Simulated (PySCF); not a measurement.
C4H8BN (SMILES C#CBN(C)C), singlet, geometry from GFN2-xTB, atoms displaced at random by about 0.08 Å a coordinate; R2SCAN/STO-3G, gradient by finite differences (PySCF).

Here is a job for PySCF.
```python
from pyscf import gto, scf, dft

mol = gto.M(
    atom='''
B     0.17056815   -0.39792960   -0.94626950
C     0.85009906   -1.41430721   -0.32643794
C     1.69942266   -2.33382006    0.31252514
H     2.45606346   -2.99622528    0.83088868
H    -0.29754311   -0.56542061   -1.99384885
N    -0.55031963    0.66120292   -0.14801944
C    -1.48061558    1.48268308   -0.68928470
C    -0.21050753    0.76075766    1.25280637
H    -2.25394651    1.41445296   -0.06921440
H    -1.03496296    2.54765868   -0.57328006
H    -1.61574456    1.43498761   -1.73572125
H     0.13399354    1.82924279    1.38050281
H    -1.11629765    0.91590722    1.83811259
H     0.59103861    0.14509968    1.55679730
''',
    basis='sto-3g',
    verbose=4,
)

mf = dft.RKS(mol)
mf.xc = 'r2scan'
mf.conv_tol = 1e-11
mf.kernel()
scan, done = mf.as_scanner(), []
scan.scf_summary = {}
def energy(d):
    c = mol.atom_coords()
    c[9, 2] += d
    e = scan(mol.set_geom_(c, unit='Bohr', inplace=False))
    done.append(scan.converged)
    return e
h = 1e-5
fd = (energy(h) - energy(-h)) / (2 * h)
print('dE/dx =', fd)
```

It wrote (shortened):

```
PySCF version 2.14.0

[INPUT] verbose = 4
[INPUT] num. atoms = 14
[INPUT] num. electrons = 44
[INPUT] charge = 0
[INPUT] spin (= nelec alpha-beta = 2S) = 0
[INPUT] symmetry False subgroup None
[INPUT] Mole.unit = angstrom
[INPUT] Symbol           X                Y                Z      unit          X                Y                Z       unit  Magmom
[...]
nuclear repulsion = 200.848187335015
number of shells = 26
number of NR pGTOs = 114
number of NR cGTOs = 38
basis = sto-3g
ecp = {}

******** <class 'pyscf.dft.rks.RKS'> ********
method = RKS
initial guess = minao
damping factor = 0
level_shift factor = 0
DIIS = <class 'pyscf.scf.diis.CDIIS'>
diis_start_cycle = 1
diis_space = 8
diis_damp = 0
SCF conv_tol = 1e-11
SCF conv_tol_grad = None
SCF max_cycles = 50
direct_scf = True
direct_scf_tol = 1e-13
XC library pyscf.dft.libxc version 7.1.2
    S. Lehtola, C. Steigemann, M. J. T. Oliveira, and M. A. L. Marques,  SoftwareX 7, 1–5 (2018)
XC functionals = r2scan
    J. W. Furness, A. D. Kaplan, J. Ning, J. P. Perdew, and J. Sun,  J. Phys. Chem. Lett. 11, 8208–8215 (2020)
    J. W. Furness, A. D. Kaplan, J. Ning, J. P. Perdew, and J. Sun,  J. Phys. Chem. Lett. 11, 9248–9248 (2020)
    J. W. Furness, A. D. Kaplan, J. Ning, J. P. Perdew, and J. Sun,  J. Phys. Chem. Lett. 11, 8208–8215 (2020)
    J. W. Furness, A. D. Kaplan, J. Ning, J. P. Perdew, and J. Sun,  J. Phys. Chem. Lett. 11, 9248–9248 (2020)
radial grids:
    Treutler-Ahlrichs [JCP 102, 346 (1995); DOI:10.1063/1.469408] (M4) radial grids

becke partition: Becke, JCP 88, 2547 (1988); DOI:10.1063/1.454033
pruning grids: <function nwchem_prune>
grids dens level: 3
symmetrized grids: False
atomic radii adjust function: <function treutler_atomic_radii_adjust>
small_rho_cutoff = 0
Set gradient conv threshold to 3.16228e-06
Initial guess from minao.
tot grids = 162888
init E= -234.155514809382
[...]
cycle= 1 E= -233.556870926278  delta_E= 0.599  |g|= 0.46  |ddm|= 4.88
[...]
cycle= 2 E= -232.773963944513  delta_E= 0.783  |g|= 1.44  |ddm|= 2.27
[...]
cycle= 3 E= -233.59795398195  delta_E= -0.824  |g|= 0.287  |ddm|= 2.13
[...]
cycle= 4 E= -233.618236980107  delta_E= -0.0203  |g|= 0.153  |ddm|= 0.22
[...]
cycle= 5 E= -233.623265393139  delta_E= -0.00503  |g|= 0.0757  |ddm|= 0.0867
[...]
cycle= 6 E= -233.624921843776  delta_E= -0.00166  |g|= 0.0333  |ddm|= 0.0852
[...]
cycle= 7 E= -233.625227733904  delta_E= -0.000306  |g|= 0.00835  |ddm|= 0.0305
[...]
[...]
converged SCF energy = -233.625250658442
converged SCF energy = -233.62525065882
[...]
  10 H     -1.034962960000   2.547658680000  -0.573285351772 AA   -1.955796543469   4.814377164071  -1.083352306074 Bohr
  11 H     -1.615744560000   1.434987610000  -1.735721250000 AA   -3.053314705656   2.711733575044  -3.280037791088 Bohr
  12 H      0.133993540000   1.829242790000   1.380502810000 AA    0.253211093061   3.456767888435   2.608772225092 Bohr
  13 H     -1.116297650000   0.915907220000   1.838112590000 AA   -2.109496831996   1.730813801312   3.473529381215 Bohr
  14 H      0.591038610000   0.145099680000   1.556797300000 AA    1.116901101944   0.274198655962   2.941920528462 Bohr

******** <class 'pyscf.scf.hf.RKS_Scanner'> ********
method = RKS_Scanner
initial guess = minao
damping factor = 0
level_shift factor = 0
DIIS = <class 'pyscf.scf.diis.CDIIS'>
diis_start_cycle = 1
diis_space = 8
diis_damp = 0
SCF conv_tol = 1e-11
SCF conv_tol_grad = None
SCF max_cycles = 50
direct_scf = True
direct_scf_tol = 1e-13
XC library pyscf.dft.libxc version 7.1.2
    S. Lehtola, C. Steigemann, M. J. T. Oliveira, and M. A. L. Marques,  SoftwareX 7, 1–5 (2018)
XC functionals = r2scan
    J. W. Furness, A. D. Kaplan, J. Ning, J. P. Perdew, and J. Sun,  J. Phys. Chem. Lett. 11, 8208–8215 (2020)
    J. W. Furness, A. D. Kaplan, J. Ning, J. P. Perdew, and J. Sun,  J. Phys. Chem. Lett. 11, 9248–9248 (2020)
    J. W. Furness, A. D. Kaplan, J. Ning, J. P. Perdew, and J. Sun,  J. Phys. Chem. Lett. 11, 8208–8215 (2020)
    J. W. Furness, A. D. Kaplan, J. Ning, J. P. Perdew, and J. Sun,  J. Phys. Chem. Lett. 11, 9248–9248 (2020)
radial grids:
    Treutler-Ahlrichs [JCP 102, 346 (1995); DOI:10.1063/1.469408] (M4) radial grids

becke partition: Becke, JCP 88, 2547 (1988); DOI:10.1063/1.454033
pruning grids: <function nwchem_prune>
grids dens level: 3
symmetrized grids: False
atomic radii adjust function: <function treutler_atomic_radii_adjust>
small_rho_cutoff = 0
Set gradient conv threshold to 3.16228e-06
tot grids = 162888
init E= -233.625250883958
[...]
cycle= 1 E= -233.625250658059  delta_E= 2.26e-07  |g|= 1.69e-06  |ddm|= 7.88e-06
[...]
cycle= 2 E= -233.625250658049  delta_E= 1.01e-11  |g|= 5.68e-06  |ddm|= 1.07e-05
[...]
cycle= 3 E= -233.625250658059  delta_E= -1.02e-11  |g|= 1.86e-06  |ddm|= 8.69e-06
[...]
cycle= 4 E= -233.62525065806  delta_E= -5.68e-13  |g|= 1.52e-07  |ddm|= 1.91e-06
[...]
Extra cycle  E= -233.62525065806  delta_E= -5.12e-13  |g|= 4.07e-07  |ddm|= 6.5e-07
converged SCF energy = -233.62525065806
dE/dx = -3.7974245969962794e-05
```
